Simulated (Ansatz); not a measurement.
Ansatz (a first-principles code) input:
A basis named .json is the Basis Set Exchange file of that set.

Ansatz 0.2 input:
```yaml
crystal:
  periodic: [false, false, false]
  atoms:
    - {symbol: Si, position_ang: [-0.52968026, 0.27771185, -0.01333584]}
    - {symbol: F, position_ang: [-1.16163375, -0.83904229, -0.95539940]}
    - {symbol: F, position_ang: [-0.85800079, -0.14266202, 1.48649089]}
    - {symbol: Cl, position_ang: [1.50542556, 0.29102194, -0.27018362]}
basis:
  gaussian:
    orbitals: cc-pV_D+d_Z.json
magnetization: {spin_polarized: true, initial_magnetization: 1}
correlation: {method: ccsd_t, electrons: outside_noble_gas}
```

Which total energy does the run end on?

-948.06927 Eh (CCSD(T)/cc-pV(D+d)Z). The basis has 74 functions.

It need not be the lowest isomer of its formula.
